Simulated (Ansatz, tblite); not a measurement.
Spin states of Li₁₀⁺ (relaxed from a model of Li10 tetrahedron, whose bonding it doesn't keep), each relaxed with PBE/def2-TZVP in Ansatz. Electronic energies in the gas phase.

The xTB rows come from tblite. HSE06 is defined as in plane-wave codes, on full-range PBE exchange. Correlated methods freeze no core orbitals; core or outer-core shells of Li are correlated, in sets that lack core-valence functions.

Doublet geometry:

```tsv
atom	x (Å)	y (Å)	z (Å)
Li1	-0.070	3.605	-1.029
Li2	-1.262	1.406	0.651
Li3	-2.817	-0.507	2.404
Li4	1.672	1.249	0.287
Li5	0.334	-0.725	1.945
Li6	3.414	-0.773	1.871
Li7	-0.220	0.642	-1.954
Li8	-1.554	-1.318	-0.313
Li9	1.378	-1.506	-0.691
Li10	-0.875	-2.074	-3.170
```

Quartet geometry:

Cartesian coordinates in Å:
```
Li -3.154 -0.252 -0.280
Li -0.608 0.179 1.015
Li 2.560 -0.529 1.611
Li -1.159 1.717 -1.240
Li -2.284 2.564 1.372
Li 0.957 2.531 1.081
Li -0.735 -1.406 -1.957
Li 0.313 -2.456 0.506
Li 1.449 0.111 -0.842
Li 2.662 -2.458 -1.265
```

⟨S²⟩: doublet 0.79 at PBE0/def2-TZVP (pure 0.75), quartet 3.79 at PBE0/def2-TZVP (pure 3.75).

Run but left out: HF/STO-3G, HF/def2-TZVP, MP2/def2-TZVP, CCSD/def2-TZVP, CCSD(T)/def2-TZVP (doublet: ⟨S²⟩ 1.38 to 1.43, where a pure state has 0.75).

Only these spin states were relaxed. The quartet has other bonds than the doublet, so the gap mixes isomer and spin.

| level | quartet − doublet (kcal/mol) | lowest of these | remarks |
| --- | --- | --- | --- |
| GFN1-xTB | 14.4 | doublet | – |
| PBE/def2-TZVP | 1.4 | doublet | – |
| revPBE/def2-TZVP | 1.8 | doublet | – |
| BLYP/def2-TZVP | 7.5 | doublet | – |
| r2SCAN/def2-TZVP | -2.7 | quartet | spin-contaminated (⟨S²⟩ 0.83) (doublet) |
| B97M-V/def2-TZVP | -1.0 | quartet | – |
| HSE06/def2-TZVP | 2.1 | doublet | – |
| RPA@PBE/def2-TZVP | 11.3 | doublet | – |

The xTB methods have no spin-polarisation term.
